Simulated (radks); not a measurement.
Question: Dipole-allowed excitations along the series with 48 electrons in [Kr] 4d10 5s2. Method: scalar-relativistic Kohn-Sham, LB94 model potential, spin-unpolarised, spherical densities, finite nucleus; Fermi nuclear charge, rms radius of each element as measured or else 0.836 A^(1/3) + 0.57 fm; computed with a radial shooting solver on a logarithmic mesh with Libxc functionals. Time-dependent linear response with the Hartree and adiabatic LDA kernel, continuum included through the Sternheimer equations, no spin-orbit coupling, so fine structure and intercombination lines are absent. Lines are the poles of the dipole polarisability below minus the highest occupied eigenvalue, found on a grid refined at the orbital gaps; the lowest seven at most are given, and weak or close lines can be missed. The first line takes the name of the lowest orbital gap if no other gap lies below it; otherwise a line is named after a gap within 0.6 % of it, if that gap stands alone.

species  -e(HOMO) (eV)  lowest orbital gap (eV)  first line (eV)     f  static alpha (bohr^3)
Cd              10.462              5s-5p 5.382    6.332 (5s-5p)  1.41                  34.19
In+             20.846              5s-5p 7.225    8.678 (5s-5p)  1.52                  19.48

Estimate the first line of Sn2+, its oscillator strength and the static polarisability.

Answer: 10.783 eV (5s-5p), f = 1.55, alpha = 12.87 bohr^3.
